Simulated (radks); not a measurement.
Problem. Valence configurations of the rhodium ion Rh2+ (all share [Kr]). All-electron calculation, Dirac Kohn-Sham, LDA (Slater exchange, Perdew-Wang correlation), spin-unpolarised, spherical densities, finite nucleus; open shells fill j = l - 1/2 first; Fermi nuclear charge, rms radius 4.4945 fm. Program: a radial shooting solver on a logarithmic mesh with Libxc functionals. Order these by energy: 4d6 5s1; 4d5 5p2; 4d6 5p1; 4d3.5 5p3.5; 4d6.5 5s0.5; 4d5.5 5p1.5; 4d6.5 5p0.5; 4d7.

Solution. From the lowest, in eV above it: 4d7 0.000; 4d6.5 5s0.5 3.103; 4d6.5 5p0.5 6.059; 4d6 5s1 6.671; 4d6 5p1 12.767; 4d5.5 5p1.5 20.185; 4d5 5p2 28.349; 4d3.5 5p3.5 58.763. NIST lists [Kr] 4d7 as the ground configuration; this level of theory agrees among the configurations tried. The energies are those of spherical spin-averaged densities, not of single terms.
